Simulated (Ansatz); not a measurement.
Geometry optimisation, RKS PBE0-D4/def2-SVP (Ansatz 0.2.0).

The input (input.yaml):

```yaml
crystal:
  periodic: [false, false, false]
  atoms:
    - { symbol: Ga, position_ang: [0.359977, 0.021539, -0.01687] }
    - { symbol: "N", position_ang: [0.974968, -0.045743, 1.744751] }
    - { symbol: H, position_ang: [0.490155, -0.112209, 2.63241] }
    - { symbol: H, position_ang: [1.974202, 0.044098, 1.86925] }
    - { symbol: H, position_ang: [1.859508, 0.170399, -0.38184] }
    - { symbol: H, position_ang: [-1.09541, -0.078084, -0.525001] }
basis:
  gaussian: { orbitals: def2-SVP }
hamiltonian:
  xc: pbe0
  dispersion: d4
relax:
  f_tol: 0.03
  max_steps: 50
```

Run as:

```bash
$ ansatz run input.yaml --threads 1 --pin off --max-ram 2048MiB --backend cpu --events-out ev --progress --plain --runs-dir out
```

Where does it end, and by what steps?

It converged. After 5 steps the energy has fallen by 0.521 eV; H5 moved furthest, 0.58 Å.

```
step  energy less start (eV)  largest force component (eV/Å)  accepted
   0                  0.0000                           1.595       yes
   1                 -0.3176                           0.841       yes
   2                 -0.4527                           0.414       yes
   3                 -0.4980                           0.373       yes
   4                 -0.5211                           0.069       yes
   5                 -0.5213                           0.013       yes
```

```xyz
6
Properties=species:S:1:pos:R:3
Ga 0.564 0.031 0.050
N 0.977 -0.035 1.811
H 0.296 -0.134 2.554
H 1.919 0.023 2.179
H 1.758 0.188 -0.948
H -0.951 -0.074 -0.323
```

Time of the run: 13 s on 1 thread of Arm Neoverse V1, on a shared host, peak memory 0.12 GiB.
